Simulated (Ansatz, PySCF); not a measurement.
C2H6N2OSi, SMILES N[Si@@H]1COC=N1. Atoms are numbered in the order given.

```xyz
12

N      2.1195     0.1949     0.6508
Si     0.7215     0.3886    -0.3352
C     -0.8321     0.9458     0.6477
O     -1.7823    -0.1241     0.4175
C     -1.2726    -1.0883    -0.3942
N     -0.1064    -1.0720    -0.8962
H      2.1114    -0.4411     1.4431
H      3.0417     0.2330     0.2279
H      1.1293     1.2726    -1.4564
H     -1.2863     1.8854     0.2953
H     -0.6717     1.0356     1.7342
H     -2.0179    -1.8841    -0.5488
```

Geometry optimised at B3LYP-D3(BJ)/def2-SVP. The structure was generated by enumeration; whether it is a known compound was not checked. Other conformers were not sampled.

Two levels are set side by side: PBE-D3(BJ)/def2-SVP (Ansatz, a first-principles code) and B3LYP-D3(BJ)/def2-SVP (Ansatz). Each level has its own optimised geometry; the coordinates shown are those of the second. Frequencies come from the Hessian of PySCF at each geometry. Differences are taken from unrounded values.

```csv
quantity,B3LYP-D3(BJ),PBE-D3(BJ),PBE-D3(BJ) minus B3LYP-D3(BJ)
mean bond length (Å),1.359,1.368,0.009
bond N1–Si2 (Å),1.722,1.734,0.012
bond Si2–C3 (Å),1.921,1.927,0.006
bond Si2–N6 (Å),1.770,1.781,0.011
bond C3–O4 (Å),1.449,1.454,0.005
bond O4–C5 (Å),1.360,1.369,0.009
bond C5–N6 (Å),1.270,1.280,0.010
bond N1–H7 (Å),1.016,1.024,0.008
bond N1–H8 (Å),1.015,1.023,0.008
bond Si2–H9 (Å),1.485,1.499,0.014
bond C3–H10 (Å),1.101,1.110,0.008
bond C3–H11 (Å),1.102,1.110,0.008
bond C5–H12 (Å),1.101,1.110,0.009
highest harmonic wavenumber (cm⁻¹),3659,3582,-76
mean harmonic wavenumber (cm⁻¹),1294,1257,-36
zero-point energy (kcal/mol),55.48,53.93,-1.56
```

Exact exchange shortens and stiffens bonds; PBE has none. Differences between two approximate levels are no errors against the true value.
